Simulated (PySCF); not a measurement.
An isoelectronic set: 89 electrons

PBE0 in PySCF with def2-SVP on every atom (core potentials on Rb, Sr, Te, Cs), for the lowest determinant that a PBE0 search found; no spin–orbit coupling. All have 89 electrons, 7 of them in the valence shells, and the same state, a doublet (π ↑). For ions De leads to the atom and ion picked by measured ionisation energies and electron affinities.

```csv
species,difference of nuclear charges,Re (Å),ωe (cm⁻¹),k (mdyn/Å),De (eV),dissociates to,Mayer bond order
RbTe,15,3.338,125,0.476,2.17,Rb + Te,0.73
CsSe,21,3.256,138,0.558,2.49,Cs + Se,0.81
SrTe⁺,14,2.963,190,1.12,2.19,Sr⁺ + Te,1.43
CsBr⁺,20,3.809,52.6,0.0807,0.21,Cs⁺ + Br,0.14
```

Question: Which member of the whole set has the stiffest bond, and how does it compare with the softest?

Answer: SrTe⁺ with k = 1.12 mdyn/Å, 14 times that of CsBr⁺.

Weak bonds: CsBr⁺. Basis-set superposition, not corrected here, can be much of De in a small basis, most of all at correlated wavefunction levels. Functionals without a dispersion term scatter widely for such bonds, and LDA overbinds them. Spin–orbit coupling is left out, which matters for elements this heavy, above all for dissociation energies. For an ion De counts to the pair picked by the measured ionisation energies or electron affinities, which need not be the lowest pair at this level. States were picked by a PBE0 search and need not be the measured ground states.
